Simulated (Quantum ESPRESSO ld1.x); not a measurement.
Re3+, 72 electrons, occupied as [Kr] 4d10 4f14 5s1.5 5p6 5d4 6p0.5 (fractional occupations, a model configuration). All-electron calculation, scalar-relativistic Kohn-Sham, PW91, spin-unpolarised, spherical densities, point nucleus. Program: ld1.x of Quantum ESPRESSO 7.5.

X-ray form factor f0, the Fourier transform of the density (f0(0) = 72):

sin(theta)/lambda (1/angstrom),f0 (electrons)
0.05,71.279
0.1,69.295
0.15,66.452
0.2,63.156
0.25,59.699
0.3,56.267
0.4,49.874
0.5,44.340
0.6,39.617
0.8,31.983
1,26.145
1.25,20.981
1.5,17.704
2,13.994
